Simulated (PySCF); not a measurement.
Ionising SiI

PBE0; PySCF, spin-free X2C with a Gaussian nucleus, basis sets Si x2c-SVPall, I x2c-SVPall. Neutral (UKS): doublet (π ↑), Re = 2.451 Å, ωe = 366 cm⁻¹, De = 3.30 eV, HOMO -5.22 eV, LUMO -3.21 eV.

SiI⁺ (UKS): singlet (closed shell), Re = 2.325 Å, ωe = 458 cm⁻¹, De = 4.21 eV to Si⁺ + I. The energies at the minima are -7404.31722 hartree for SiI and -7404.04941 for SiI⁺.

**Question.** Work out the adiabatic ionisation energy, without and with harmonic zero-point energies (1 hartree = 27.2114 eV, 1 eV = 8065.5 cm⁻¹), and the change of the bond length.

**Answer.** At PBE0: 0.26781 hartree = 7.287 eV between the minima; the zero-point term (458.0 − 366.0)/2 cm⁻¹ = +0.006 eV makes it 7.293 eV. Re changes by -12.6 pm against the neutral. The electron leaves a π orbital, and the shorter bond of the ion fits an antibonding orbital, or a change in how ionic the bond is.

Spin–orbit coupling is left out, which matters for elements this heavy, above all for dissociation energies. For an ion De counts to the pair picked by the measured ionisation energies or electron affinities, which need not be the lowest pair at this level. States were picked by a PBE0 search and need not be the measured ground states.
